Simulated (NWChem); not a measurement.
The numbers come from NWChem runs, not from measurements. System: CH$_{3}$Te, charge 1, spin multiplicity 3, at the geometry of a parent with another charge or spin, in a state set for the comparison that need not be this species' ground state. Its SCF solution wasn't tested for a lower state. Level: B3LYP/x2c-SVPall-2c, spin-orbit ZORA, VWN1-RPA local correlation.

Input file:

```
start mol
memory heap 200 mb stack 900 mb global 1100 mb
charge 1
geometry units angstroms nocenter noautoz noautosym
  C      0.005168    -1.838960     0.000000
  Te     0.000256     0.338778     0.000000
  H     -0.537626    -2.178384     0.893400
  H     -0.537626    -2.178384    -0.893400
  H      1.030931    -2.225912     0.000000
end
basis spherical
  * library x2c-svpall-2c
end
relativistic
  zora on
end
dft
  xc b3lyp
  odft
  mult 3
  semidirect memsize 60000000 filesize 0
  iterations 100
  grid fine
end
task sodft energy
```

Output (cleaned and shortened):

```
             Northwest Computational Chemistry Package (NWChem) 7.3.0
             --------------------------------------------------------

                                NWChem Input Module
                                -------------------

 Scaling coordinates for geometry "geometry" by  1.889725989
 (inverse scale =  0.529177249)

                             Geometry "geometry" -> ""
                             -------------------------

 Output coordinates in angstroms (scale by  1.889725989 to convert to a.u.)

  No.       Tag          Charge          X              Y              Z
 ---- ---------------- ---------- -------------- -------------- --------------
    1 C                    6.0000     0.00516800    -1.83896000     0.00000000
    2 Te                  52.0000     0.00025600     0.33877800     0.00000000
    3 H                    1.0000    -0.53762600    -2.17838400     0.89340000
    4 H                    1.0000    -0.53762600    -2.17838400    -0.89340000
    5 H                    1.0000     1.03093100    -2.22591200     0.00000000

 Effective nuclear repulsion energy (a.u.)     115.5242446291

            Nuclear Dipole moment (a.u.)
            ----------------------------
        X                 Y               Z
 ---------------- ---------------- ----------------
    -0.0000018897     0.0000302356     0.0000000000


 Summary of "ao basis" -> "" (spherical)
 ------------------------------------------------------------------------------
       Tag                 Description            Shells   Functions and Types
 ---------------- ------------------------------  ------  ---------------------
 *                       x2c-svpall-2c                on all atoms

                                 NWChem DFT Module
                                 -----------------

 Summary of "ao basis" -> "ao basis" (spherical)
 ------------------------------------------------------------------------------
       Tag                 Description            Shells   Functions and Types
 ---------------- ------------------------------  ------  ---------------------
 C                       x2c-svpall-2c               6       14   3s2p1d
 Te                      x2c-svpall-2c              18       50   6s8p4d
 H                       x2c-svpall-2c               3        5   2s1p

 Summary of "ao basis" -> "ao basis" (spherical)
 ------------------------------------------------------------------------------
       Tag                 Description            Shells   Functions and Types
 ---------------- ------------------------------  ------  ---------------------
 C                       x2c-svpall-2c               6       14   3s2p1d
 Te                      x2c-svpall-2c              18       50   6s8p4d
 H                       x2c-svpall-2c               3        5   2s1p

            General Information
            -------------------
          SCF calculation type: DFT
          Wavefunction type:  spin polarized.
          No. of atoms     :     5
          No. of electrons :    60
           Alpha electrons :    31
            Beta electrons :    29
          Charge           :     1
          Spin multiplicity:     3
          Use of symmetry is: off; symmetry adaption is: off
          Maximum number of iterations: 100
          AO basis - number of functions:    79
                     number of shells:    33
          Convergence on energy requested:  1.00D-06
          Convergence on density requested:  1.00D-05
          Convergence on gradient requested:  5.00D-04
[...]
    27     0.007356   0.454916  2 Te px                24    -0.003658  -0.169128  2 Te px
     4    -0.000842   0.128350  1 C  px                75     0.019649   0.123751  5 H  s
   114    -0.000409   0.115460  2 Te pz               117    -0.000336   0.090938  2 Te pz
     5    -0.082406   0.002978  1 C  py               108     0.000284  -0.078608  2 Te pz

 Vector   60  Occ=1.000000D+00  E=-5.155586D-01
              MO Center= -1.5D-02,  1.2D-01, -1.5D-08, r^2= 1.8D+00
  Bfn.         Coefficient        Function           Bfn.         Coefficient        Function
  ----     -------------------  ------------         ----     -------------------  ------------
    38    -0.511028  -0.265608  2 Te pz                35    -0.468199  -0.243332  2 Te pz
    29     0.400490   0.208151  2 Te pz                26    -0.149327  -0.077628  2 Te pz
     6     0.118123   0.061387  1 C  pz               112    -0.101931  -0.055579  2 Te px
    70    -0.098664  -0.051288  4 H  s                 65     0.098664   0.051288  3 H  s
    84     0.045766  -0.084279  1 C  py               115    -0.080967  -0.045067  2 Te px

 Vector   61  Occ=0.000000D+00  E=-4.023046D-01
              MO Center= -1.0D-04,  2.0D-03,  1.9D-09, r^2= 2.0D-02
  Bfn.         Coefficient        Function           Bfn.         Coefficient        Function
  ----     -------------------  ------------         ----     -------------------  ------------
   115     0.290001  -0.571804  2 Te px               112     0.220617  -0.435771  2 Te px
   106    -0.201326   0.397018  2 Te px               103     0.075999  -0.148827  2 Te px
    38    -0.065767   0.134094  2 Te pz               154    -0.053001   0.090294  5 H  s
    29     0.041475  -0.084557  2 Te pz                83    -0.039898   0.081040  1 C  px
    26    -0.034158   0.069688  2 Te pz                35    -0.034092   0.069471  2 Te pz

 Vector   62  Occ=0.000000D+00  E=-4.018617D-01
              MO Center=  3.4D-07, -6.8D-03, -2.2D-09, r^2= 1.9D-02
  Bfn.         Coefficient        Function           Bfn.         Coefficient        Function
  ----     -------------------  ------------         ----     -------------------  ------------
   117     0.015075  -0.641981  2 Te pz               114     0.011480  -0.488767  2 Te pz
   108    -0.010455   0.445270  2 Te pz               105     0.003914  -0.166891  2 Te pz
    36     0.001646  -0.146220  2 Te px                85    -0.002239   0.094450  1 C  pz
   144    -0.002179   0.092776  3 H  s                149     0.002179  -0.092776  4 H  s
    27    -0.001010   0.091941  2 Te px                24     0.001273  -0.076792  2 Te px

 Vector   63  Occ=0.000000D+00  E=-2.504649D-01
              MO Center=  1.3D-03, -4.0D-01,  1.2D-09, r^2= 3.5D+00
  Bfn.         Coefficient        Function           Bfn.         Coefficient        Function
  ----     -------------------  ------------         ----     -------------------  ------------
    37     0.869546  -0.000331  2 Te py                 3     0.868115  -0.000355  1 C  s
     8     0.520348   0.000207  1 C  py                 5     0.419677   0.000190  1 C  py
    20    -0.353301   0.000019  2 Te s                 34     0.301459   0.000163  2 Te py
    28    -0.283419   0.000081  2 Te py                19    -0.243392  -0.000101  2 Te s
     2     0.230928   0.000046  1 C  s                 18     0.174224   0.000047  2 Te s

   alpha - beta orbital overlaps
   -----------------------------

   alpha      1      2      3      4      5      6      7      8      9     10
    beta      1      2      1      4      5      6      4      5      6      4
 overlap   1.042  0.267  0.080  0.209  0.159  0.208  0.092  0.073  0.092  0.002

   alpha     11     12     13     14     15     16     17     18     19     20
    beta      6      4      6      5     15     16     17     18     19     19
 overlap   0.002  0.006  0.008  0.007  1.169  1.522  1.811  1.992  1.086  0.205

   alpha     21     22     23     24     25     26     27     28     29     30
    beta     21     22     23     24     25     26     27     28     29     21
 overlap   1.291  1.294  1.291  1.552  1.568  1.552  1.218  1.342  1.218  0.021

   alpha     31     32     33     34     35     36     37     38     39     40
    beta     22     23     27     34     29      4     34      6     27     28
 overlap   0.021  0.021  0.054  0.185  0.054  0.032  0.158  0.033  0.035  0.037

   alpha     41     42     43     44     45     46     47     48     49     50
    beta     29     27     28     29     45     46     47     48     49     50
 overlap   0.035  0.066  0.068  0.066  1.145  1.145  1.145  1.145  1.145  1.124

   alpha     51     52     53     54     55     56     57     58     59     60
    beta     51     52     53     54     50     51     52     53     34     50
 overlap   1.124  1.124  1.122  1.126  0.023  0.023  0.023  0.027  0.025  0.016

   alpha     61     62     63     64     65     66     67     68     69     70
    beta     51     52     53     54     65     65      2      6      2     70
 overlap   0.016  0.016  0.016  0.017  0.171  0.042  0.006  0.004  0.009  0.171

   alpha     71     72     73     74     75     76     77     78     79
    beta     70      2      6      2     75      4      2      4      6
 overlap   0.042  0.006  0.004  0.009  0.170  0.041  0.011  0.005  0.005

     --------------------------
     Expectation value of S2:
     --------------------------
      <S2> =      1.9409 (Exact =     2.0000)

     Multipole analysis of the density
     ---------------------------------

     L   x y z        total         alpha         beta         nuclear
     -   - - -        -----         -----         ----         -------
     0   0 0 0      1.000000    -30.918856    -29.081144     61.000000

     1   1 0 0     -0.010056     -0.004497     -0.005556     -0.000002
     1   0 1 0     -0.598814     -0.812390      0.213547      0.000030
     1   0 0 1     -0.000000     -0.000000     -0.000000      0.000000

     2   2 0 0    -21.637813    -16.390126    -11.108039      5.860352
     2   1 1 0      0.021269     -0.005112      0.044102     -0.017722
     2   1 0 1      0.000000      0.000000      0.000000      0.000000
     2   0 2 0    -17.189498    -83.334660    -79.211828    145.356991
     2   0 1 1      0.000000      0.000000      0.000000      0.000000
     2   0 0 2    -21.704875    -16.341179    -11.064283      5.700587

 Task  times  cpu:       21.5s     wall:       21.5s

 Total times  cpu:       21.6s     wall:       21.6s
```
